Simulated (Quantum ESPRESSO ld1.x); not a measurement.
The numbers below are computed, except where a source is named.
Task: The platinum ion Pt2+, configuration [Kr] 4d10 4f14 5s1.75 5p6 5d8.25 (fractional occupations, a model configuration). Level of theory: scalar-relativistic Kohn-Sham, exchange-only LDA, spin-polarised, spherical densities, point nucleus; open shells are filled with parallel spins first (ld1.x of Quantum ESPRESSO 7.5). Some entries of the table are withheld. Estimate them.

| orbital | occ. | eigenvalue (Ry) | r(max) (bohr) | <r> (bohr) |
|---|---|---|---|---|
| 1s up | 1 | -5761.93 | 0.01062 | 0.01715 |
| 1s down | 1 | -5761.92 | 0.01062 | 0.01715 |
| 2s up | 1 | -1013.52 | 0.06125 | 0.07238 |
| 2s down | 1 | -1013.51 | 0.06125 | 0.07238 |
| 2p up | 3 | -878.812 | 0.05060 | 0.06525 |
| 2p down | 3 | -878.803 | 0.05060 | 0.06525 |
| 3s up | 1 | -239.179 | 0.1727 | 0.1872 |
| 3s down | 1 | -239.172 | 0.1727 | 0.1872 |
| 3p up | 3 | -199.961 | 0.1718 | 0.1883 |
| 3p down | 3 | -199.954 | 0.1718 | 0.1883 |
| 3d up | 5 | -157.384 | 0.1398 | 0.1705 |
| 3d down | 5 | -157.375 | 0.1398 | 0.1705 |
| 4s up | 1 | -52.5260 | 0.3899 | 0.4153 |
| 4s down | 1 | -52.5121 | 0.3899 | 0.4153 |
| 4p up | 3 | -39.6632 | 0.4102 | 0.4423 |
| 4p down | 3 | -39.6485 | 0.4102 | 0.4422 |
| 4d up | 5 | -24.0473 | 0.4182 | 0.4686 |
| 4d down | 5 | -24.0294 | 0.4182 | 0.4684 |
| 5s up | 1 | -9.02743 | 0.8678 | 0.9500 |
| 5s down | 0.75 | -8.93744 | 0.8665 | 0.9484 |
| 4f up | 7 | -6.68457 | 0.3844 | 0.5164 |
| 4f down | 7 | -6.65911 | 0.3843 | 0.5153 |
| 5p up | 3 | -5.64168 | 0.9757 | 1.098 |
| 5p down | 3 | -5.53935 | 0.9739 | 1.096 |
| 5d up | 5 | -1.88525 | 1.243 | 1.553 |
| 5d down | 3.25 | -1.78104 | 1.243 | 1.566 |
| 6s up | 0 | -1.60609 | (1) | 2.475 |
| 6s down | 0 | -1.53956 | (2) | 2.513 |
| 6p up | 0 | -1.02337 | (3) | (4) |
| 6p down | 0 | -0.98048 | (5) | (6) |

Result: 
(1) 6s up r(max) (bohr): 2.186
(2) 6s down r(max) (bohr): 2.207
(3) 6p up r(max) (bohr): 2.743
(4) 6p up <r> (bohr): 3.141
(5) 6p down r(max) (bohr): 2.794
(6) 6p down <r> (bohr): 3.214
